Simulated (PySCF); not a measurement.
SMILES c1ccccc1CC(C)C (C10H14) (GFN2-xTB optimised geometry):

```
24

C     -1.758    -3.010    -1.392
C     -1.121    -1.624    -1.436
C     -1.847    -0.735    -2.442
C     -1.138    -0.989    -0.034
C     -0.383     0.308     0.000
C     -1.048     1.528     0.003
C     -0.342     2.719     0.004
C      1.042     2.706     0.001
C      1.715     1.496     0.000
C      1.007     0.308     0.000
H     -1.737    -3.471    -2.377
H     -2.795    -2.941    -1.069
H     -1.227    -3.659    -0.699
H     -0.077    -1.727    -1.753
H     -1.385     0.248    -2.488
H     -1.812    -1.179    -3.435
H     -2.890    -0.614    -2.158
H     -0.685    -1.689     0.672
H     -2.174    -0.825     0.268
H     -2.129     1.545     0.006
H     -0.875     3.659     0.007
H      1.593     3.635     0.002
H      2.795     1.479     0.001
H      1.538    -0.633     0.004
```

Calculation: PBE/def2-SVP (PySCF).

What are the frontier orbital energies and the dipole moment?

HOMO-2 -7.55 eV, HOMO-1 -6.16 eV, HOMO -5.89 eV, LUMO -0.91 eV, LUMO+1 -0.82 eV; dipole moment 0.35 D.

On the same geometry PBE0/def2-SVP in PySCF gives HOMO-2 -8.98 eV, HOMO-1 -7.20 eV, HOMO -6.91 eV, LUMO -0.01 eV, LUMO+1 0.09 eV; dipole moment 0.34 D.

Meta-Löwdin charges at PBE/def2-SVP: C1 -0.30, C2 -0.03, C3 -0.31, C4 -0.19, C5 0.02, C6 -0.12, C7 -0.11, C8 -0.11, C9 -0.11, C10 -0.12, H11 0.10, H12 0.09, H13 0.10, H14 0.09, H15 0.10, H16 0.10, H17 0.09, H18 0.10, H19 0.09, H20 0.10, H21 0.11, H22 0.11, H23 0.11, H24 0.10.
